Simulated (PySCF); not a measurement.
**Field gradients at the hydrogen positions**

Compound: C₄H₆F₃P.
Geometry (GFN2-xTB, Å), atoms numbered from 1 in this order:
```xyz
14
C4H6F3P angstrom
C     -1.4077   -0.9888    0.0513
C     -0.3904   -0.1595    0.8418
C      0.4272    0.7079   -0.0674
P      0.0934    2.2751   -0.5716
C      1.6695    0.0872   -0.6092
F      1.4527   -1.0673   -1.2683
F      2.3054    0.8989   -1.4705
F      2.5608   -0.2109    0.3586
H     -2.0563   -0.3352   -0.5292
H     -2.0185   -1.5713    0.7361
H     -0.9028   -1.6687   -0.6297
H      0.2722   -0.8309    1.3932
H     -0.9217    0.4685    1.5607
H     -1.0845    2.3945    0.1821
```

Level: PBE0/pcSseg-1 (PySCF, non-relativistic); Q(2H) = 0.00286 b; rigid geometry, the same for H and D, with no vibrational averaging.

Task: Rank these positions by the coupling χzz of a deuteron there, largest first.
A. H10 (methyl hydrogen)
B. H14 (P–H hydrogen)
C. H12 (methylene hydrogen)

Result: A (212 kHz), C (200 kHz), B (127 kHz).

Task: What are Vzz, η and χzz (234.96 MHz × Q × Vzz) at all hydrogens?

Result: 
| atom | bonded to | bond length (Å) | Vzz (au) | η | χzz (kHz) |
| --- | --- | --- | --- | --- | --- |
| H9 | C1 | 1.089 | 0.3110 | 0.03 | 209 |
| H10 | C1 | 1.087 | 0.3160 | 0.03 | 212 |
| H11 | C1 | 1.087 | 0.3113 | 0.03 | 209 |
| H12 | C2 | 1.093 | 0.2971 | 0.04 | 200 |
| H13 | C2 | 1.092 | 0.3000 | 0.03 | 202 |
| H14 | P4 | 1.403 | 0.1885 | 0.02 | 127 |

Task: Average by the element that carries the hydrogen.

Result: on C: 206 kHz over 5 positions, mean bond length 1.089 Å; on P: 127 kHz over 1 position, mean bond length 1.403 Å.

The structure is a single GFN2-xTB conformer in the gas phase; no vibrational or solvent corrections. GFN2-xTB bond lengths can be off by several hundredths of an ångström, more for odd bonds, and the gradients follow them. With so small a basis the couplings can be 20 % off.
